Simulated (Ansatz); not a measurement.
## Molecular dynamics of CH8O2Si

The input (input.yaml):

```yaml
crystal:
  periodic: [false, false, false]
  atoms:
    - { symbol: Si, position_ang: [-0.7817, 0.4858, 0.2657] }
    - { symbol: C, position_ang: [0.4834, -1.2822, 0.3611] }
    - { symbol: H, position_ang: [-1.8389, 0.5073, -0.7425] }
    - { symbol: H, position_ang: [-1.4689, 0.0769, 1.5013] }
    - { symbol: O, position_ang: [-0.1624, 1.8343, 0.9083] }
    - { symbol: H, position_ang: [0.7234, -0.35, -0.6514] }
    - { symbol: O, position_ang: [0.5274, 0.7194, -1.3219] }
    - { symbol: H, position_ang: [0.7988, -1.1848, 1.3933] }
    - { symbol: H, position_ang: [-0.2985, -2.0312, 0.2969] }
    - { symbol: H, position_ang: [1.3459, -1.7206, -0.1605] }
    - { symbol: H, position_ang: [0.4257, 2.3645, 0.3742] }
    - { symbol: H, position_ang: [0.2458, 0.5807, -2.2245] }
magnetization:
  spin_polarized: true
basis:
  gaussian: { orbitals: STO-3G }
hamiltonian:
  xc: pbe0
md:
  timestep: 0.5
  n_steps: 150
  ensemble: nve
  temperature: 100.0
  initial_velocities: maxwell_boltzmann
  seed: 739560
```

Run as:

```bash
$ ansatz run input.yaml --threads 1 --pin off --max-ram 2048MiB --backend cpu --events-out ev --progress --plain --runs-dir out
```

It starts from a rough guess of a transition structure, not a stationary point.

Output, in part (one step line in 6, the closing report, with atoms numbered from 0):

```
md step     0: t =     0.00 fs  T =   100.0 K  F+E_penalty+E_count = -12965.76893435 eV  E_kin = 0.129260 eV  conserved = -12965.63967435 eV  (23 SCF iters)
md step     6: t =     3.00 fs  T =   713.7 K  F+E_penalty+E_count = -12966.57226719 eV  E_kin = 0.922465 eV  conserved = -12965.64980212 eV  (27 SCF iters)
md step    12: t =     6.00 fs  T =   915.8 K  F+E_penalty+E_count = -12966.83465337 eV  E_kin = 1.183816 eV  conserved = -12965.65083777 eV  (25 SCF iters)
md step    18: t =     9.00 fs  T =   874.7 K  F+E_penalty+E_count = -12966.77304912 eV  E_kin = 1.130655 eV  conserved = -12965.64239427 eV  (28 SCF iters)
md step    24: t =    12.00 fs  T =  1395.8 K  F+E_penalty+E_count = -12967.45485534 eV  E_kin = 1.804216 eV  conserved = -12965.65063912 eV  (27 SCF iters)
md step    30: t =    15.00 fs  T =  1532.1 K  F+E_penalty+E_count = -12967.63405265 eV  E_kin = 1.980454 eV  conserved = -12965.65359872 eV  (27 SCF iters)
md step    36: t =    18.00 fs  T =  1235.8 K  F+E_penalty+E_count = -12967.24370418 eV  E_kin = 1.597380 eV  conserved = -12965.64632416 eV  (26 SCF iters)
md step    42: t =    21.00 fs  T =  1271.8 K  F+E_penalty+E_count = -12967.29190311 eV  E_kin = 1.643901 eV  conserved = -12965.64800228 eV  (27 SCF iters)
md step    48: t =    24.00 fs  T =  1230.7 K  F+E_penalty+E_count = -12967.24576343 eV  E_kin = 1.590816 eV  conserved = -12965.65494730 eV  (26 SCF iters)
md step    54: t =    27.00 fs  T =  1232.6 K  F+E_penalty+E_count = -12967.24518423 eV  E_kin = 1.593272 eV  conserved = -12965.65191181 eV  (25 SCF iters)
md step    60: t =    30.00 fs  T =  1519.7 K  F+E_penalty+E_count = -12967.61031413 eV  E_kin = 1.964339 eV  conserved = -12965.64597548 eV  (28 SCF iters)
md step    66: t =    33.00 fs  T =  1975.7 K  F+E_penalty+E_count = -12968.21220446 eV  E_kin = 2.553738 eV  conserved = -12965.65846608 eV  (26 SCF iters)
md step    72: t =    36.00 fs  T =  1932.7 K  F+E_penalty+E_count = -12968.15458776 eV  E_kin = 2.498237 eV  conserved = -12965.65635074 eV  (27 SCF iters)
md step    78: t =    39.00 fs  T =  1537.1 K  F+E_penalty+E_count = -12967.63013958 eV  E_kin = 1.986878 eV  conserved = -12965.64326138 eV  (27 SCF iters)
md step    84: t =    42.00 fs  T =  1704.6 K  F+E_penalty+E_count = -12967.86066079 eV  E_kin = 2.203430 eV  conserved = -12965.65723125 eV  (27 SCF iters)
md step    90: t =    45.00 fs  T =  1861.2 K  F+E_penalty+E_count = -12968.06408670 eV  E_kin = 2.405816 eV  conserved = -12965.65827072 eV  (27 SCF iters)
md step    96: t =    48.00 fs  T =  1543.4 K  F+E_penalty+E_count = -12967.63720197 eV  E_kin = 1.994994 eV  conserved = -12965.64220821 eV  (27 SCF iters)
md step   102: t =    51.00 fs  T =  1974.8 K  F+E_penalty+E_count = -12968.21526346 eV  E_kin = 2.552590 eV  conserved = -12965.66267307 eV  (26 SCF iters)
md step   108: t =    54.00 fs  T =  2017.1 K  F+E_penalty+E_count = -12968.26871185 eV  E_kin = 2.607248 eV  conserved = -12965.66146358 eV  (27 SCF iters)
md step   114: t =    57.00 fs  T =  1484.1 K  F+E_penalty+E_count = -12967.55954248 eV  E_kin = 1.918319 eV  conserved = -12965.64122352 eV  (28 SCF iters)
md step   120: t =    60.00 fs  T =  1815.4 K  F+E_penalty+E_count = -12968.00633704 eV  E_kin = 2.346590 eV  conserved = -12965.65974696 eV  (26 SCF iters)
md step   126: t =    63.00 fs  T =  1912.3 K  F+E_penalty+E_count = -12968.13375997 eV  E_kin = 2.471901 eV  conserved = -12965.66185913 eV  (26 SCF iters)
md step   132: t =    66.00 fs  T =  1441.8 K  F+E_penalty+E_count = -12967.50393878 eV  E_kin = 1.863637 eV  conserved = -12965.64030176 eV  (28 SCF iters)
md step   138: t =    69.00 fs  T =  2119.8 K  F+E_penalty+E_count = -12968.40197688 eV  E_kin = 2.740008 eV  conserved = -12965.66196905 eV  (25 SCF iters)
md step   144: t =    72.00 fs  T =  2124.5 K  F+E_penalty+E_count = -12968.40790389 eV  E_kin = 2.746166 eV  conserved = -12965.66173783 eV  (25 SCF iters)
md step   150: t =    75.00 fs  T =  1479.7 K  F+E_penalty+E_count = -12967.55458068 eV  E_kin = 1.912673 eV  conserved = -12965.64190722 eV  (25 SCF iters)
Total energy: -12967.55459967 eV, -476.5488418136 hartree
Atom 0 at    -1.093922     0.208045     0.853003 Å, force     0.532648    -2.260524    -0.357473 eV/Å
Atom 1 at     0.063402    -1.282164     0.876446 Å, force    -0.068197    -0.142851     1.029579 eV/Å
Atom 2 at    -2.024227    -0.261879    -0.182421 Å, force    -0.277267     0.635713     0.464423 eV/Å
Atom 3 at    -1.682860     0.485027     2.160859 Å, force     0.017092     0.090768    -0.517747 eV/Å
Atom 4 at    -0.057606     1.419224     0.430410 Å, force     1.326881     2.532020    -2.179611 eV/Å
Atom 5 at     1.528528     2.444444    -2.484803 Å, force     0.541164    -0.645190     0.712258 eV/Å
Atom 6 at     1.330098     1.462245    -2.192090 Å, force    -5.765275     1.514658    -3.151859 eV/Å
Atom 7 at     0.982797    -1.210898     1.510304 Å, force    -1.060289     0.069740    -0.326207 eV/Å
Atom 8 at    -0.547474    -2.142945     1.195981 Å, force     0.679866    -0.171748    -0.303391 eV/Å
Atom 9 at     0.413735    -1.404976    -0.150829 Å, force    -0.102451    -0.447759    -0.059469 eV/Å
Atom 10 at     0.288504     1.334743    -0.573175 Å, force    -0.608372    -0.191018     1.858017 eV/Å
Atom 11 at     0.274289     1.535335    -2.796565 Å, force     4.784200    -0.983808     2.831480 eV/Å
Dipole moment:    -0.159312     0.252971    -0.488100 e Å
```

The run went to its last step. The conserved energy stayed within 1.9 meV per atom of its start (net change -0.19 meV per atom), so the integration is sound. The system heated up, since it started high on the potential surface and ran downhill. A run of 0.075 ps of so small a system gives no equilibrium averages. The orbitals stay closed-shell, which can raise the energy where a bond breaks towards radicals; this wasn't checked here. Limits of this set-up: minimal basis.

The step under study would form Si1–O7, C2–H6 and break Si1–C2, H6–O7. These pairs go: Si1–O7 2.07 → 4.09 Å, C2–H6 1.40 → 5.23 Å, Si1–C2 2.18 → 1.89 Å, H6–O7 1.28 → 1.04 Å. In the last frame they stand as before the step (other bonds may differ from the relaxed reactants and products). Also parted: O7–H12 0.96 → 1.22 Å. It ends as CH6OSi + H + HO by the count below, though a long contact still joins these pieces: O7–H12, 1.22 Å. Pairs count as bonded within 1.25 times the sum of covalent radii (0.12 Å more for H–H).

Last frame:

```xyz
12
Properties=species:S:1:pos:R:3
Si -1.094 0.208 0.853
C 0.063 -1.282 0.876
H -2.024 -0.262 -0.182
H -1.683 0.485 2.161
O -0.058 1.419 0.430
H 1.528 2.444 -2.485
O 1.330 1.462 -2.192
H 0.983 -1.211 1.510
H -0.547 -2.143 1.196
H 0.414 -1.405 -0.151
H 0.288 1.335 -0.573
H 0.274 1.535 -2.797
```

Time of the run: 7.3 min on 1 thread of Arm Neoverse V1 (shared host), peak memory 0.12 GiB.
